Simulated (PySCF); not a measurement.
**Scandium: a sound run and one with changed settings**

Sound run: Sc⁺ [Ar] 3d1 4s1, Sc²⁺ [Ar] 3d1. All numbers are calculated (PySCF 2.14, scalar relativity by spin-free X2C-1e, in x2c-TZVPall). In the sound run the correlated levels freeze [Ar]. The sound run starts from symmetry-adapted Hartree-Fock orbitals and uses a fine grid where one is needed.

Changed run: initial guess 1e, at most 50 SCF cycles, level shift 0.5 hartree.

```tsv
species	method	sound run (hartree)	changed run (hartree)	converged
Sc⁺	UHF	-763.07766	-763.07766	yes
Sc⁺	M06-2X	-763.94286	-763.94286	yes
Sc⁺	PBE	-763.71356	-763.70461	no
Sc⁺	MP2	-763.08035	-763.07944	yes
Sc²⁺	UHF	-762.62829	-762.62829	yes
Sc²⁺	M06-2X	-763.47383	-763.47383	yes
Sc²⁺	PBE	-763.23189	-763.23189	yes
```

Ionisation energy of Sc⁺:

```csv
method,sound run (eV),changed run (eV)
UHF,12.228,12.228
M06-2X,12.763,12.763
MP2,12.301,12.277
SCS-MP2,12.252,12.244
```

A level shift leaves the converged SCF energy unchanged but raises the virtual orbital energies, which shrinks MP2 if it is not removed.

For comparison, NIST gives 12.800 eV between the lowest levels.
